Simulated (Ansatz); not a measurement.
Zn₁₂S₁₂ (started as a model of: (ZnS)12 cage of four- and six-membered rings). Charge 0, multiplicity 1. Geometry PBE-D4/def2-SVP; atoms count from 1.

```xyz
24

S    -2.933   -2.579   -0.039
S    -4.581    0.536    1.079
S    -3.443    1.069   -2.281
S    -0.481   -1.750   -2.940
S     0.983   -2.587    0.760
S    -1.578   -0.688    3.408
S    -0.992    2.582    0.767
S     1.536    0.662    3.432
S     0.516    1.772   -2.921
S     3.470   -1.053   -2.246
S     2.934    2.580    0.016
S     4.567   -0.544    1.131
Zn   -3.947   -0.681   -0.864
Zn   -3.001   -1.034    1.711
Zn   -2.924    1.686   -0.061
Zn   -1.348    0.404   -2.756
Zn   -0.770   -2.239   -0.728
Zn    0.510   -1.242    2.532
Zn   -0.541    1.223    2.535
Zn    0.779    2.244   -0.702
Zn    1.382   -0.384   -2.742
Zn    2.924   -1.686   -0.038
Zn    2.980    1.021    1.756
Zn    3.957    0.687   -0.811
```

Single mean-field runs in def2-SVP are fitted with def2-universal-jkfit. Another isomer (singlet) lies 0.94 eV lower at PBE0-D4/def2-TZVP; other spin states weren't run for this one.

Estimate the Mulliken populations from the PBE0/def2-SVP orbitals of Ansatz.


| atom | charge (e) | d electrons |
| --- | --- | --- |
| S1 | -0.48 | – |
| S2 | -0.46 | – |
| S3 | -0.45 | – |
| S4 | -0.48 | – |
| S5 | -0.54 | – |
| S6 | -0.46 | – |
| S7 | -0.54 | – |
| S8 | -0.46 | – |
| S9 | -0.48 | – |
| S10 | -0.45 | – |
| S11 | -0.48 | – |
| S12 | -0.46 | – |
| Zn13 | 0.46 | 9.95 |
| Zn14 | 0.47 | 9.95 |
| Zn15 | 0.48 | 9.95 |
| Zn16 | 0.47 | 9.95 |
| Zn17 | 0.51 | 9.95 |
| Zn18 | 0.48 | 9.95 |
| Zn19 | 0.48 | 9.95 |
| Zn20 | 0.51 | 9.95 |
| Zn21 | 0.47 | 9.95 |
| Zn22 | 0.48 | 9.95 |
| Zn23 | 0.47 | 9.95 |
| Zn24 | 0.46 | 9.95 |
Mulliken values depend strongly on the basis.

And the Mayer bond orders between heavy atoms (over 0.3)?

S1–Zn13 0.72 (2.31 Å); S1–Zn14 0.65 (2.34 Å); S1–Zn17 0.71 (2.30 Å); S2–Zn13 0.63 (2.38 Å); S2–Zn14 0.70 (2.31 Å); S2–Zn15 0.73 (2.32 Å); S3–Zn13 0.71 (2.31 Å); S3–Zn15 0.65 (2.36 Å); S3–Zn16 0.77 (2.25 Å); S4–Zn16 0.67 (2.33 Å); S4–Zn17 0.74 (2.28 Å); S4–Zn21 0.67 (2.32 Å); S5–Zn17 0.64 (2.33 Å); S5–Zn18 0.73 (2.28 Å); S5–Zn22 0.70 (2.28 Å); S6–Zn14 0.76 (2.24 Å); S6–Zn18 0.68 (2.33 Å); S6–Zn19 0.68 (2.34 Å); S7–Zn15 0.70 (2.28 Å); S7–Zn19 0.73 (2.28 Å); S7–Zn20 0.64 (2.33 Å); S8–Zn18 0.68 (2.34 Å); S8–Zn19 0.68 (2.33 Å); S8–Zn23 0.76 (2.24 Å); S9–Zn16 0.67 (2.32 Å); S9–Zn20 0.74 (2.28 Å); S9–Zn21 0.67 (2.33 Å); S10–Zn21 0.77 (2.25 Å); S10–Zn22 0.65 (2.36 Å); S10–Zn24 0.71 (2.31 Å); S11–Zn20 0.71 (2.30 Å); S11–Zn23 0.65 (2.34 Å); S11–Zn24 0.72 (2.31 Å); S12–Zn22 0.73 (2.32 Å); S12–Zn23 0.70 (2.31 Å); S12–Zn24 0.63 (2.38 Å).
